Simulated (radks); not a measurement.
Results of a calculation; reference values are marked as such.
Isoelectronic series with 15 electrons, each ion in its NIST ground configuration. Code: a radial shooting solver on a logarithmic mesh with Libxc functionals. Model: scalar-relativistic Kohn-Sham, r2SCAN, spin-unpolarised, spherical densities, finite nucleus; meta-GGA in the generalised Kohn-Sham scheme; Fermi nuclear charge, rms radius of each element as measured or else 0.836 A^(1/3) + 0.57 fm. Total energies (hartree) and mean radii <r> (bohr):

| ion | configuration | E (hartree) | 3p | 3s |
|---|---|---|---|---|
| P | [Ne] 3s2 3p3 | -342.01826 | 2.362 | 1.914 |
| S+ | [Ne] 3s2 3p3 | -398.73740 | 1.893 | 1.648 |
| Cl2+ | [Ne] 3s2 3p3 | -460.11927 | 1.603 | 1.450 |
| Ar3+ | [Ne] 3s2 3p3 | -526.15918 | 1.398 | 1.296 |
| Ca5+ | [Ne] 3s2 3p3 | -672.22419 | 1.122 | 1.074 |
| Sc6+ | [Ne] 3s2 3p3 | -752.26255 | 1.024 | 0.9896 |
| Ti7+ | [Ne] 3s2 3p3 | -836.98366 | 0.9415 | 0.9183 |
| V8+ | [Ne] 3s2 3p3 | -926.39848 | 0.8722 | 0.8568 |
| Cr9+ | [Ne] 3s2 3p3 | -1020.51903 | 0.8127 | 0.8031 |
| Mn10+ | [Ne] 3s2 3p3 | -1119.35847 | 0.7610 | 0.7559 |
| Fe11+ | [Ne] 3s2 3p3 | -1222.93096 | 0.7156 | 0.7140 |
| Co12+ | [Ne] 3s2 3p3 | -1331.25146 | 0.6754 | 0.6766 |

Estimate the row of K4+ ([Ne] 3s2 3p3).

Answer. E (hartree) -596.85901; 3p 1.244; 3s 1.174.
